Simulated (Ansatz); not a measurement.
Molecule: C$_{3}$H$_{6}$N, charge -1, multiplicity 1. It need not be the lowest isomer of its formula. Whether it binds its extra electron was not tested at this geometry. SMILES: [NH-]C1CC1
Coordinates optimised at B3LYP-D3(BJ)/def2-TZVP (Ansatz, a program for electronic structure):
```xyz
10

C     -0.8288    -0.8532     0.0933
C     -0.9292     0.6246    -0.2354
C      0.3400     0.1382     0.4095
N      1.5163     0.1949    -0.3355
H     -0.6457    -1.5298    -0.7341
H     -1.4679    -1.2405     0.8878
H     -1.6358     1.2245     0.3336
H     -0.8264     0.9080    -1.2773
H      0.3313     0.3517     1.5054
H      2.1385    -0.5358     0.0287
```
Charge -1, spin multiplicity 1.

Give the harmonic wavenumbers at B3LYP-D3(BJ)/def2-TZVP (Ansatz, finite differences of forces, unscaled).

305, 418, 425, 638, 777, 811, 826, 925, 983, 1025, 1100, 1131, 1179, 1189, 1262, 1383, 1427, 1467, 2695, 3027, 3066, 3144, 3160, 3290 cm⁻¹. Zero-point energy 51.0 kcal/mol.

From these and the geometry, give the ideal-gas thermochemistry at 298.15 K and 1 atm (rigid rotor, harmonic oscillator).

Point group C1, rotational symmetry number 1. Rotational constants 17.04, 6.965, 5.974 GHz. S(trans) 37.99, S(rot) 23.63, S(vib) 4.76, S(elec, spin only) 0.00, S 66.4 cal/(mol K). H(298) - H(0) 3.38 kcal/mol; G - E(el) 34.5 kcal/mol.
